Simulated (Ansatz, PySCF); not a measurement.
This PySCF input computes a BLYP/def2-TZVPD energy:

```python
from pyscf import gto, scf, dft

mol = gto.M(
    atom='''
    Si    0.30206526    0.47546220   -0.20374489
    Cl   -0.03347970   -1.22336384   -1.35106641
    Cl   -1.16802608    0.68063782    1.22233080
    O     1.71619924    0.32833936    0.61166249
    H     2.46709062   -0.05684324    0.14763395
    ''',
    basis='def2-tzvpd',
    charge=0,
    spin=1,
    verbose=4,
)

mf = dft.UKS(mol, xc='blyp').density_fit(auxbasis='def2-universal-jkfit')
mf.grids.level = 3
mf.conv_tol = 1e-9
mf.max_cycle = 100
mf.max_memory = 1500
mf.kernel()
if not mf.converged:
    mf = mf.newton()
    mf.kernel(mf.make_rdm1())
for _ in range(2):
    mo, _, stable, _ = mf.stability(return_status=True)
    if stable:
        break
    mf.kernel(mf.make_rdm1(mo, mf.mo_occ))
mf.analyze()
```

### Question
Write an input for the same energy in Ansatz (an electronic-structure program) and say what it gives.

### Answer

Ansatz 0.2 input:
```yaml
crystal:
  periodic: [false, false, false]
  atoms:
    - {symbol: Si, position_ang: [0.30206526, 0.47546220, -0.20374489]}
    - {symbol: Cl, position_ang: [-0.03347970, -1.22336384, -1.35106641]}
    - {symbol: Cl, position_ang: [-1.16802608, 0.68063782, 1.22233080]}
    - {symbol: O, position_ang: [1.71619924, 0.32833936, 0.61166249]}
    - {symbol: H, position_ang: [2.46709062, -0.05684324, 0.14763395]}
basis:
  gaussian:
    orbitals: def2-TZVPD
hamiltonian:
  xc: {name: BLYP}
magnetization: {spin_polarized: true, initial_magnetization: 1}
output: {forces: true}
```
It gives -1285.88420 Eh, and PySCF -1285.88426 Eh, a difference of 0.06 mEh, from the treatment of integrals and grids.

It need not be the lowest isomer of its formula.
